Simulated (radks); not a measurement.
Polarisability of the manganese ion Mn+, [Ar] 3d5 4s1, at imaginary frequency. Calculated with a radial shooting solver on a logarithmic mesh with Libxc functionals: non-relativistic Kohn-Sham, LDA (Slater exchange, VWN5 correlation), spin-polarised, spherical densities, point nucleus; open shells are filled with parallel spins first. Response by self-consistent Sternheimer equations with the Hartree and adiabatic LDA kernel.

| w (hartree) | alpha1(iw) (bohr^3) |
|---|---|
| 0.00266 | 27.21 |
| 0.0143 | 27.09 |
| 0.0360 | 26.47 |
| 0.0697 | 24.65 |
| 0.118 | 21.12 |
| 0.186 | 16.30 |
| 0.280 | 11.50 |
| 0.413 | 7.705 |
| 0.605 | 5.071 |
| 0.892 | 3.308 |
| 1.35 | 2.095 |
| 2.12 | 1.223 |
| 3.59 | 0.6031 |
| 6.94 | 0.2199 |
| 17.5 | 0.04659 |

Static values: alpha1 = 27.21 bohr^3 (4.032 angstrom^3; uncoupled 38.42). C6 = 139.9, triple-dipole C9 = 2629 atomic units. One-pole (London) frequency 4 C6 / (3 alpha1^2) = 0.252 hartree, against 0.467 for minus the highest occupied eigenvalue. The dipole shielding factor is 0.960, as the force sum rule N/Z = 0.960 demands.
